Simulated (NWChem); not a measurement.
Molecule: C₂H₆OSi; SMILES CC(=O)[SiH3]

All runs: NWChem. The level has its own optimisation; frequencies are unscaled.

Question: Predict the results for B3LYP/3-21G. Quantities: r C–C (Å); r C–O (Å); r C–Si (Å); highest harmonic frequency (cm⁻¹); lowest (cm⁻¹); zero-point energy (kcal/mol); dipole (D).

Answer: 
```json
{
  "r C–C (Å)": "1.521",
  "r C–O (Å)": "1.238",
  "r C–Si (Å)": "1.960",
  "highest harmonic frequency (cm⁻¹)": "3144",
  "lowest (cm⁻¹)": "83",
  "zero-point energy (kcal/mol)": "44.2",
  "dipole (D)": "2.34"
}
```
